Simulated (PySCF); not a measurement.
Working out the excitation energy of C²⁺

C²⁺ [He] 2s2 (1S) → C²⁺ [He] 2s1 3d1 (3D). Calculation: PySCF 2.14, in aug-cc-pVDZ (4s3p2d, 23 functions); no relativity, point nucleus. Frozen: 1s2. Energies in hartree (1 hartree = 27.21139 eV):

```tsv
part	C²⁺ (lower)	C²⁺ (upper)
UHF	-36.401652	-35.223047
MP2 opposite-spin	-0.039598	0.000000
MP2 same-spin	0.000000	-0.001917
```

Q: What does Hartree-Fock give?

A: (-35.223047) − (-36.401652) = 1.178605 hartree = 32.071 eV.

Q: What do MP2 and SCS-MP2 (6/5 opposite-spin, 1/3 same-spin) give?

A: The opposite-spin parts differ by 1.078 eV and the same-spin parts by -0.052 eV. MP2: 32.071 + (1.078) + (-0.052) = 33.097 eV. SCS-MP2: 32.071 + 1.2 × (1.078) + (-0.052)/3 = 33.347 eV.

A double-zeta basis recovers only part of the correlation energy.
